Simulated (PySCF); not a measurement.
# Cr+: excitation energy

Cr+ [Ar] 3d5 (6S) → Cr+ [Ar] 3d4 4s1 (6D), as a difference of total energies. All numbers are calculated (PySCF 2.14, scalar relativity by spin-free X2C-1e, in x2c-QZVPPall with one added diffuse shell each of s, p, d, f, g type (12s8p6d4f3g, 121 functions)). Correlated levels: valence: [Ar] frozen; valence and next inner shell: [Ne] frozen. The calculations carry no spin-orbit coupling.

```
                                method  excitation energy (eV)  error (eV)
                                   UHF                   0.731      -0.791
                                   LDA                   1.726      +0.204
                                   PBE                   1.574      +0.052
                                  PBE0                   1.508      -0.014
                                r2SCAN                   1.411      -0.111
                                  TPSS                   1.535      +0.013
                                M06-2X                   1.386      -0.136
                               r2SCANh                   1.396      -0.126
                         MP2 (valence)                   1.364      -0.158
                     SCS-MP2 (valence)                   0.942      -0.580
    MP2 (valence and next inner shell)                   1.701      +0.179
SCS-MP2 (valence and next inner shell)                   1.271      -0.251
```

Reference: 1.522 eV (measured; NIST levels, between the centres of gravity of the two terms).

Errors of the correlated levels include the incompleteness of this basis and the frozen core.
